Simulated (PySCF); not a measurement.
A small calculation by hand: chemical shift, span and skew from a shielding tensor

C4H8OSi, SMILES C1(/[SiH2]CO1)=C/C. Atoms are numbered in the order given.

```xyz
14

C     -0.3475     2.6566     0.0000
C      0.6849     1.5660     0.0000
C      0.3783     0.2673     0.0000
O      1.3156    -0.7598     0.0000
C      0.5070    -1.9617     0.0000
Si    -1.0903    -0.9093     0.0000
H     -1.3689     2.2415     0.0000
H     -0.2493     3.3058    -0.8865
H     -0.2493     3.3058     0.8865
H      1.7458     1.8467     0.0000
H      0.7172    -2.5687     0.8960
H      0.7172    -2.5687    -0.8960
H     -1.9544    -0.9617    -1.2131
H     -1.9544    -0.9617     1.2131
```
Charge 0, spin multiplicity 1.

Coordinates come from a ωB97X-D3(BJ)/def2-SVP optimisation. The structure was generated by enumeration; whether it is a known compound was not checked.

GIAO shieldings from PBE/pcSseg-1 (PySCF), non-relativistic, no solvent. The symmetric part of the tensor of C1 has the principal values 149.2, 160.6, 179.3 ppm. The same nucleus in TMS has σ = 182.0 ppm at this level (PySCF, at its B3LYP-D3(BJ)/def2-TZVP geometry).

**Question.** Work out the isotropic shielding, the ¹³C shift against TMS, the span and the skew.

**Answer.** 
σ(iso) = (σ11 + σ22 + σ33)/3 = 163.0 ppm. δ = σ(ref) − σ(iso) = 182.0 − (163.0) = 19.0 ppm.
Span Ω = σ33 − σ11 = 30.1 ppm. Skew κ = 3(σ(iso) − σ22)/Ω = 0.24. Tumbling in solution averages the tensor to δ; in a static solid the shielding alone would spread this spin-1/2 line over Ω.
